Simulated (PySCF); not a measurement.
## Simulated characterisation data

- coordinates at the GFN2-xTB level
- GIAO PBE0/pcSseg-1 shieldings
- code: PySCF 2.14.0 with density-fitted response routines
- no solvent model, no relativistic terms, one averaged value for each set of equivalent atoms, one computed conformer

References, each an isolated molecule treated in the same way: TMS for 1H (31.72 ppm) and 13C (186.93 ppm). Splittings of carbon signals by F and P are missing where no couplings were computed. Where no couplings were computed, multiplicities follow the n + 1 count of equivalent neighbours, and m marks all less simple cases (inequivalent or close neighbours, rings, F or P nearby). Shifts are as computed. Against solution values, carbons near 30 ppm lie about +3 ppm off and those near 130 ppm about +5 ppm; carbons on Cl a further +6 ppm. Of 1211 compounds with measured shifts, 218 miss one by over three times the rms of a fit or turn the order of signals round; such compounds aren't used in these exercises. Carbons bonded to Cl come out too deshielded.

Compound 1 (C8H11FO). 1H NMR (500 MHz, computed): δ 6.30 (m, 1H), 5.85 (m, 1H), 5.79 (m, 1H), 3.06 (m, 1H), 2.84 (m, 1H), 2.49 (m, 1H), 2.29 (m, 1H), 1.37 (m, 1H), 1.22 (d, 3H). 13C{1H} NMR (computed): δ 174.8, 146.0, 129.6, 52.8, 37.5, 31.5, 24.6, 18.6. Structure: `C=C[C@@]1(C(=O)F)CC[C@H]1C`.

Compound 2 (C5H6Cl2O2). 1H NMR (500 MHz, computed): δ 3.77 (s, 3H), 2.46 (s, 3H). 13C{1H} NMR (computed): δ 170.8 (C), 159.6 (C), 151.0 (C), 62.3 (CH3), 25.7 (CH3). Structure: SMILES CO/C(C(=O)Cl)=C(\C)Cl.

Compound 3 (C5H6Cl2O2). 1H NMR (500 MHz, computed): δ 1.61 (s, 6H). 13C{1H} NMR (computed): δ 183.1, 70.5, 25.7. Structure: dimethylmalonyl chloride (SMILES CC(C)(C(=O)Cl)C(=O)Cl).
